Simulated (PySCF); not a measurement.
# Distorted geometries of [Pm4S4]4+

[Pm4S4]4+ (singlet in the valence; each metal's 4f electrons, 4 of them, lie in its core potential, out of spins and levels). PySCF 2.14.0, RKS B3LYP, Pm lcecp-1-SVP with ECP50, S def2-SVP; non-relativistic Hamiltonian with scalar-relativistic core potentials where named; density fitting; no spin-orbit coupling. Relaxed geometry:

```xyz
8

Pm    1.4437    1.4437    1.4437
Pm    1.4437   -1.4437   -1.4437
Pm   -1.4437    1.4437   -1.4437
Pm   -1.4437   -1.4437    1.4437
S     1.2885    1.2885   -1.2885
S     1.2885   -1.2885    1.2885
S    -1.2885    1.2885    1.2885
S    -1.2885   -1.2885   -1.2885
```

Problem. Order these distorted geometries by energy above the relaxed one, lowest first.
A.
```xyz
8

Pm    1.3291    1.2844    1.4438
Pm    1.4320   -1.5479   -1.4969
Pm   -1.3188    1.3805   -1.6427
Pm   -1.4520   -1.1743    1.4310
S     1.5855    1.2066   -1.2303
S     0.9310   -1.2479    1.4181
S    -1.1413    1.3377    1.4132
S    -1.3655   -1.2390   -1.3362
```
B.
```xyz
8

Pm    1.4626    1.4227    1.4387
Pm    1.4787   -1.4054   -1.6481
Pm   -1.4872    1.2563   -1.2769
Pm   -1.4370   -1.3255    1.4461
S     1.1989    1.3246   -1.3619
S     1.2646   -1.4353    1.4317
S    -1.2549    1.5059    1.3914
S    -1.2258   -1.3433   -1.4210
```
C.
```xyz
8

Pm    1.4810    1.5229    1.4690
Pm    1.4154   -1.4094   -1.4090
Pm   -1.4361    1.4312   -1.5095
Pm   -1.4065   -1.4972    1.4051
S     1.2663    1.3164   -1.2323
S     1.2555   -1.3804    1.3134
S    -1.3171    1.2740    1.2880
S    -1.2584   -1.2577   -1.3247
```

Solution. C (0.15 eV), B (0.74 eV), A (1.61 eV).

Problem. Which forces (eV/Å) act in the one that lies 1.61 eV up?

Solution. 
```
Pm   2.92  1.78  1.02
Pm  -0.27  0.42  0.69
Pm   0.50  0.52  0.52
Pm  -4.19 -1.98  0.79
S   -1.09 -0.77 -0.79
S    3.73 -1.79 -0.64
S   -2.19  1.72 -1.11
S    0.58  0.10 -0.48
```
Forces carry noise of the integration grid, about 0.01 to 0.03 eV/Å.

An lcecp potential fixes the number of 4f electrons, so in runs with it no electron can move into or out of that shell.
